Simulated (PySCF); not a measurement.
## Excitation energy of Ni⁺ by level of theory

Ni⁺ [Ar] 3d9 (2D) → Ni⁺ [Ar] 3d8 4s1, s spin flipped, as a difference of total energies. Calculation: PySCF 2.14, in def2-TZVPPD (6s6p4d2f1g, 67 functions); the non-relativistic Hamiltonian (point nucleus). Correlated levels: valence: [Ar] frozen; valence and next inner shell: [Ne] frozen. The calculations carry no spin-orbit coupling.

```csv
method,excitation energy (eV)
UHF,-0.311
LDA,2.338
PBE,1.957
PBE0,1.566
r2SCAN,1.250
r2SCANh,1.160
HSE06,1.525
CAM-B3LYP,1.615
BP86,1.955
MP2 (valence),2.135
SCS-MP2 (valence),1.890
MP2 (valence and next inner shell),2.732
SCS-MP2 (valence and next inner shell),2.373
```

Question: How much does correlation contribute at MP2 (valence and next inner shell)?

Answer: 2.732 − (-0.311) = 3.043 eV, measured against UHF.

The upper determinant mixes two multiplicities, so it lies between the two terms.
